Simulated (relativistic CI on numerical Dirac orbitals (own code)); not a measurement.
Ligand-field terms of d5

Computed with a parametric ligand-field model of a d^n configuration (Racah B and C, spin-orbit zeta, crystal field), exact diagonalisation.

Field parameters in Wybourne normalisation: Oh B⁴₀ = 21Dq, B⁴₄ = √(5/14) B⁴₀; Td as Oh with Dq negative (B⁴₀ = 21Dq, B⁴₄ = √(5/14) B⁴₀). The field is a parameter set, without covalency.

**Question.** Lowest levels for B = 840, C = 4060, ζ = 850 cm⁻¹, Td, 10Dq = -3750 cm⁻¹?

**Answer.** Γ7+Γ8 0 (S 2.50), Γ8 26905 (S 1.49), Γ6 26921 (S 1.50), Γ7 27000 (S 1.49), Γ8 27033 (S 1.50), Γ6 28241 (S 1.50), Γ8 28263 (S 1.50), Γ8 28380 (S 1.50), Γ7 28442 (S 1.49) cm⁻¹, with S from ⟨S²⟩ = S(S + 1). The ground level has 2.00 electrons in the cubic e pair.

**Question.** Lowest levels for B = 760, C = 3390, ζ = 200 cm⁻¹, Oh, 10Dq = 5250 cm⁻¹?

**Answer.** Γ7+Γ8 0 (S 2.50), Γ7 21356 (S 1.50), Γ8 21361 (S 1.50), Γ8 21395 (S 1.50), Γ6 21419 (S 1.50), Γ7 23657 (S 1.50), Γ8 23691 (S 1.50), Γ6 23749 (S 1.50), Γ8 23752 (S 1.50) cm⁻¹, with S from ⟨S²⟩ = S(S + 1). The ground level has 2.00 electrons in the cubic e pair.

**Question.** Lowest levels for B = 400, C = 1790, ζ = 50 cm⁻¹, Oh, 10Dq = 24300 cm⁻¹?

**Answer.** Γ7 0 (S 0.50), Γ8 84 (S 0.50), Γ8 15789 (S 1.50), Γ7 15790 (S 1.50), Γ8 15807 (S 1.50), Γ6 15818 (S 1.50), Γ6 18858 (S 1.50), Γ8 18858 (S 1.50), Γ8 18874 (S 1.50) cm⁻¹, with S from ⟨S²⟩ = S(S + 1). The ground level has 0.02 electrons in the cubic e pair.

**Question.** Lowest levels for B = 650, C = 2390, ζ = 1450 cm⁻¹, Oh, 10Dq = 33550 cm⁻¹?

**Answer.** Γ7 0 (S 0.52), Γ8 2591 (S 0.51), Γ8 22856 (S 1.51), Γ7 23219 (S 1.52), Γ8 23732 (S 1.49), Γ6 24098 (S 1.50), Γ6 28323 (S 1.49), Γ8 28425 (S 1.49), Γ8 28724 (S 1.47) cm⁻¹, with S from ⟨S²⟩ = S(S + 1). The ground level has 0.05 electrons in the cubic e pair.

**Question.** Lowest levels for B = 500, C = 1900, ζ = 1450 cm⁻¹, Oh, 10Dq = 38650 cm⁻¹?

**Answer.** Γ7 0 (S 0.51), Γ8 2502 (S 0.51), Γ8 30153 (S 1.49), Γ7 30545 (S 1.50), Γ8 30991 (S 1.49), Γ6 31391 (S 1.50), Γ6 34489 (S 1.49), Γ8 34616 (S 1.48), Γ8 34936 (S 1.46) cm⁻¹, with S from ⟨S²⟩ = S(S + 1). The ground level has 0.03 electrons in the cubic e pair.
